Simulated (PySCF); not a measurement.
PySCF input for CH3FOTe, SMILES CO[Te]F, TDA-CAM-B3LYP/def2-SVPD. The structure is a stationary point at B3LYP-D3(BJ)/def2-SVP. The def2 effective core potentials stand for the cores of Te; spin–orbit coupling is left out. The values are those of a single conformer.

```python
import numpy as np
from pyscf import gto, scf, dft, tdscf

mol = gto.M(
    atom='''
    Te    0.01003876    0.27689555    0.50356729
    F    -1.78598980    0.35996336   -0.26802014
    O     0.71380994   -1.19509780   -0.61942338
    C     1.06093147   -0.91513307   -1.96934621
    H     1.77190246   -0.07404878   -2.05662437
    H     1.53556212   -1.82563857   -2.36871680
    H     0.16835958   -0.68697097   -2.57651243
    ''',
    basis='def2-SVPD',
    ecp={'Te': 'def2-svp'},
    charge=0,
    spin=0,
    max_memory=1600,
    verbose=4,
)
mf = dft.RKS(mol, xc='cam-b3lyp').density_fit(auxbasis='def2-universal-jkfit')
mf.grids.level = 3
mf.conv_tol = 1e-9
mf.max_cycle = 100
mf.kernel()
mf.grids = dft.Grids(mol).set(level=1).build(with_non0tab=True)  # coarser grid for the response kernel
td = tdscf.TDA(mf)
td.singlet = True
td.nstates = 10
td.conv_tol = 1e-4
td.kernel(x0=td.get_init_guess(mf, 15))
td.analyze()
tt = tdscf.TDA(mf)
tt.singlet = False
tt.nstates = 4
tt.conv_tol = 1e-4
tt.kernel(x0=tt.get_init_guess(mf, 9))
tt.analyze(verbose=3)
```

Program output:

```
PySCF version 2.14.0

[INPUT] verbose = 4
[INPUT] num. atoms = 7
[INPUT] num. electrons = 50
[INPUT] charge = 0
[INPUT] spin (= nelec alpha-beta = 2S) = 0
[INPUT] symmetry False subgroup None
[INPUT] Mole.unit = angstrom
[INPUT] Symbol           X                Y                Z      unit          X                Y                Z       unit  Magmom
[INPUT]  1 Te     0.010038760000   0.276895550000   0.503567290000 AA    0.018970507030   0.523256754611   0.951604263389 Bohr   0.0
[INPUT]  2 F     -1.785989800000   0.359963360000  -0.268020140000 AA   -3.375031583267   0.680232165278  -0.506484660468 Bohr   0.0
[INPUT]  3 O      0.713809940000  -1.195097800000  -0.619423380000 AA    1.348905291592  -2.258407534070  -1.170540543352 Bohr   0.0
[INPUT]  4 C      1.060931470000  -0.915133070000  -1.969346210000 AA    2.004869915232  -1.729350869832  -3.721524981350 Bohr   0.0
[INPUT]  5 H      1.771902460000  -0.074048780000  -2.056624370000 AA    3.348410368843  -0.139931914058  -3.886456800406 Bohr   0.0
[INPUT]  6 H      1.535562120000  -1.825638570000  -2.368716800000 AA    2.901791854057  -3.449956899743  -4.476226018656 Bohr   0.0
[INPUT]  7 H      0.168359580000  -0.686970970000  -2.576512430000 AA    0.318153496647  -1.298186988827  -4.868902849238 Bohr   0.0

nuclear repulsion = 205.037820180155
number of shells = 51
number of NR pGTOs = 196
number of NR cGTOs = 125
basis = def2-SVPD
ecp = {'Te': 'def2-svp'}


[settings echo left out]
init E= -454.468224594428
  HOMO = -0.787908999412515  LUMO = -0.684561298398226  gap/eV = 2.81223
cycle= 1 E= -477.808003574617  delta_E= -23.3  |g|= 3.64  |ddm|= 10.9
  HOMO = -0.149627975966785  LUMO = -0.145728183816581  gap/eV = 0.10612
cycle= 2 E= -416.644152280809  delta_E= 61.2  |g|= 14.4  |ddm|= 48.2
  HOMO = -0.144779156345427  LUMO = -0.135080079653373  gap/eV = 0.26393
cycle= 3 E= -475.753945624921  delta_E= -59.1  |g|=  3.9  |ddm|= 45.7
  HOMO = -0.218193618371849  LUMO = -0.113554059587297  gap/eV = 2.84739
cycle= 4 E= -482.441952989547  delta_E= -6.69  |g|= 1.22  |ddm|= 6.85
  HOMO = -0.244960558472744  LUMO = -0.0797499470165057  gap/eV = 4.49561
cycle= 5 E= -482.572827362663  delta_E= -0.131  |g|= 0.988  |ddm|= 1.58
  HOMO = -0.274778066221561  LUMO = -0.0491764492769569  gap/eV = 6.13893
cycle= 6 E= -482.737930447295  delta_E= -0.165  |g|= 0.143  |ddm|= 0.675
  HOMO = -0.283721102253764  LUMO = -0.0506359980320816  gap/eV = 6.34257
cycle= 7 E= -482.742175401661  delta_E= -0.00424  |g|= 0.0934  |ddm|= 0.186
  HOMO = -0.288271976096709  LUMO = -0.0535314334677699  gap/eV = 6.38762
cycle= 8 E= -482.743718550955  delta_E= -0.00154  |g|= 0.0337  |ddm|= 0.086
  HOMO = -0.290481440884708  LUMO = -0.0546286121050165  gap/eV = 6.41788
cycle= 9 E= -482.743963084508  delta_E= -0.000245  |g|= 0.0078  |ddm|= 0.0396
  HOMO = -0.289168078170182  LUMO = -0.053538849056732  gap/eV = 6.41180
cycle= 10 E= -482.743978210528  delta_E= -1.51e-05  |g|= 0.00101  |ddm|= 0.0118
  HOMO = -0.289091860217177  LUMO = -0.0535150017171267  gap/eV = 6.41037
cycle= 11 E= -482.743978650309  delta_E= -4.4e-07  |g|= 0.000253  |ddm|= 0.00211
  HOMO = -0.289082370880777  LUMO = -0.0534937911664807  gap/eV = 6.41069
cycle= 12 E= -482.743978696018  delta_E= -4.57e-08  |g|= 7.48e-05  |ddm|= 0.000722
  HOMO = -0.289089384987438  LUMO = -0.0535005431617718  gap/eV = 6.41070
cycle= 13 E= -482.743978702321  delta_E= -6.3e-09  |g|= 2.58e-05  |ddm|= 0.000263
  HOMO = -0.289089261183101  LUMO = -0.0535007338238976  gap/eV = 6.41069
cycle= 14 E= -482.743978703611  delta_E= -1.29e-09  |g|= 1e-05  |ddm|= 0.000132
  HOMO = -0.289088980159402  LUMO = -0.0535003445620158  gap/eV = 6.41069
cycle= 15 E= -482.743978703834  delta_E= -2.24e-10  |g|= 5.45e-06  |ddm|= 5.84e-05
  HOMO = -0.289089272662459  LUMO = -0.0535007507719388  gap/eV = 6.41069
Extra cycle  E= -482.743978703861  delta_E= -2.68e-11  |g|= 7.31e-06  |ddm|= 1.8e-05
converged SCF energy = -482.743978703861
tot grids = 31104


******** <class 'pyscf.tdscf.rks.TDA'> for <class 'pyscf.df.df_jk.DFRKS'> ********
nstates = 10 singlet
deg_eia_thresh = 1.000e-03
wfnsym = None
conv_tol = 0.0001
eigh lindep = 1e-12
eigh level_shift = 0
eigh max_cycle = 100


Excitation energies (eV)
[2.54020327 3.44692103 5.45240505 5.73939599 5.92598991 6.00619266
 6.78718587 6.924157   7.07555882 7.10933857]

** Singlet excitation energies and oscillator strengths **
Excited State   1:      2.54020 eV    488.09 nm  f=0.0002
      25 -> 26       -0.69998
Excited State   2:      3.44692 eV    359.70 nm  f=0.0037
      25 -> 27       -0.69606
Excited State   3:      5.45241 eV    227.39 nm  f=0.0046
      23 -> 27        0.16637
      24 -> 26        0.54275
      24 -> 27       -0.39302
Excited State   4:      5.73940 eV    216.02 nm  f=0.0024
      23 -> 26        0.14882
      23 -> 27       -0.17375
      24 -> 26       -0.34095
      24 -> 27       -0.55008
Excited State   5:      5.92599 eV    209.22 nm  f=0.0182
      23 -> 26       -0.66867
      23 -> 27       -0.11037
Excited State   6:      6.00619 eV    206.43 nm  f=0.1570
      25 -> 28       -0.68753
Excited State   7:      6.78719 eV    182.67 nm  f=0.0615
      23 -> 27       -0.21960
      25 -> 29       -0.62967
      25 -> 30        0.15657
Excited State   8:      6.92416 eV    179.06 nm  f=0.0377
      23 -> 27        0.15090
      25 -> 29       -0.20740
      25 -> 30       -0.63000
Excited State   9:      7.07556 eV    175.23 nm  f=0.0148
      25 -> 31        0.67577
Excited State  10:      7.10934 eV    174.40 nm  f=0.0850
      22 -> 26       -0.13144
      23 -> 27        0.51768
      24 -> 26       -0.19924
      25 -> 29       -0.18080
      25 -> 30        0.24422
      25 -> 31       -0.10925

** Transition electric dipole moments (AU) **
state          X           Y           Z        Dip. S.      Osc.
  1        -0.0227      0.0551     -0.0002      0.0035      0.0002
  2         0.0677      0.0623     -0.1867      0.0433      0.0037
  3        -0.0611      0.0732      0.1602      0.0348      0.0046
  4         0.1229      0.0339      0.0228      0.0168      0.0024
  5         0.3337     -0.1151      0.0256      0.1253      0.0182
  6        -0.3690     -0.6698      0.6942      1.0667      0.1570
  7         0.0911      0.4253      0.4252      0.3700      0.0615
  8         0.1033     -0.3607     -0.2857      0.2223      0.0377
  9         0.0771     -0.1001     -0.2636      0.0855      0.0148
 10         0.3838     -0.4275     -0.3976      0.4882      0.0850

WARN: ECP detected. Skipping calculation of transition velocity and magnetic dipole moments, which have not yet been implemented.



******** <class 'pyscf.tdscf.rks.TDA'> for <class 'pyscf.df.df_jk.DFRKS'> ********
nstates = 4 triplet
deg_eia_thresh = 1.000e-03
wfnsym = None
conv_tol = 0.0001
eigh lindep = 1e-12
eigh level_shift = 0
eigh max_cycle = 100


Excitation energies (eV)
[1.73683566 2.47108802 4.83935759 5.13343194]

** Triplet excitation energies and oscillator strengths **
Excited State   1:      1.73684 eV    713.85 nm  f=0.0000
Excited State   2:      2.47109 eV    501.74 nm  f=0.0000
Excited State   3:      4.83936 eV    256.20 nm  f=0.0000
Excited State   4:      5.13343 eV    241.52 nm  f=0.0000
```

The run converged.

Cost: very roughly 2.7 core-minutes.
